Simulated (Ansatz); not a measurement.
Cost and result for the atomization energy of CH5AlClNOSi (`[AlH2][NH][Si]1(Cl)CO1`) (11 atoms, 11 bonds).

Cartesian coordinates in Å:
```
Al -1.243 -0.936 2.013
N -0.768 0.032 0.575
Si 0.411 -0.138 -0.626
Cl 1.279 -1.965 -0.428
C 1.256 1.154 -1.536
O 0.100 0.391 -2.142
H -0.430 -2.226 2.405
H -2.483 -0.364 2.809
H -1.334 0.861 0.423
H 2.186 0.978 -2.073
H 1.026 2.211 -1.421
```

Charge 0, multiplicity 1. The structure was optimised at the PBE0-D4/def2-TZVP level. It is one conformer, not always the lowest. Program: Ansatz. All runs use 4 threads of an Arm Neoverse V2 on a shared host. Times are those of one run each, without the atoms' runs, and a repeat can differ threefold. Electronic energies, without spin–orbit coupling; frozen cores. CCSD(T)/CBS adds CCSD(T) − MP2 in def2-TZVPP to the MP2 limit, and its time is that of the two runs behind it. T1 = 0.012. B3LYP takes the VWN-RPA correlation (the form of Gaussian; ORCA's B3LYP/G).

CCSD(T)/CBS is a level of theory with its own doubt, some kJ/mol a heavy atom from the limit and from the frozen cores, so smaller differences don't rank the functionals.

```json
{"level": "PBE-D4/def2-TZVPP (with forces)", "functions": "289", "wall time": "3 s"}
{"level": "PBE0-D4/def2-TZVPP", "functions": "289", "wall time": "3.9 s"}
{"level": "r2SCAN-D4/def2-TZVPP (with forces)", "functions": "289", "wall time": "6 s"}
{"level": "B3LYP-D4/def2-TZVPP (with forces)", "functions": "289", "wall time": "6 s"}
{"level": "B2PLYP/def2-TZVPP", "functions": "289", "wall time": "6.5 s"}
{"level": "ωB97X-V/def2-TZVPP", "functions": "289", "wall time": "9.5 s"}
{"level": "ωB97M-V/def2-TZVPP (with forces)", "functions": "289", "wall time": "14 s"}
{"level": "MP2/def2-QZVPP", "functions": "531", "wall time": "25 s"}
{"level": "CCSD(T)/def2-TZVPP", "functions": "289", "wall time": "3.9 min"}
{"level": "CCSD(T)/CBS(def2)", "functions": "–", "wall time": "4.3 min"}
```

**Question.** What atomization energy does each give, and how far from CCSD(T)/CBS? (Estimate.)

**Answer.** Computed: 
```
                             level  atomization (kcal/mol)  difference from CCSD(T)/CBS  per bond
   PBE-D4/def2-TZVPP (with forces)                   946.0                         13.0       1.2
                PBE0-D4/def2-TZVPP                   926.7                         -6.3      -0.6
r2SCAN-D4/def2-TZVPP (with forces)                   934.3                          1.3       0.1
 B3LYP-D4/def2-TZVPP (with forces)                   926.9                         -6.1      -0.6
                 B2PLYP/def2-TZVPP                   917.9                        -15.1      -1.4
                ωB97X-V/def2-TZVPP                   937.5                          4.5       0.4
  ωB97M-V/def2-TZVPP (with forces)                   936.7                          3.7       0.3
                    MP2/def2-QZVPP                   944.5                         11.5       1.0
                CCSD(T)/def2-TZVPP                   901.9                        -31.1      -2.8
                 CCSD(T)/CBS(def2)                   933.0                          0.0       0.0
```

From PBE to PBE0 (25 % exact exchange), in def2-TZVPP and without D4, the atomization energy moves by −18.2 kcal/mol: exact exchange takes away binding that semilocal exchange gives to molecules. In def2-TZVPP, CCSD(T) changes the Hartree–Fock value by +250.6 kcal/mol (the triples alone add +17.0 kcal/mol) and MP2 by +274.4 kcal/mol; breaking electron pairs costs correlation energy, which Hartree–Fock lacks. The D4 term adds +11.8 kcal/mol with B3LYP and +6.2 kcal/mol with PBE0; it sums over pairs of atoms, weighted by their polarisabilities, and B3LYP, whose exchange is more repulsive, gets the larger term.
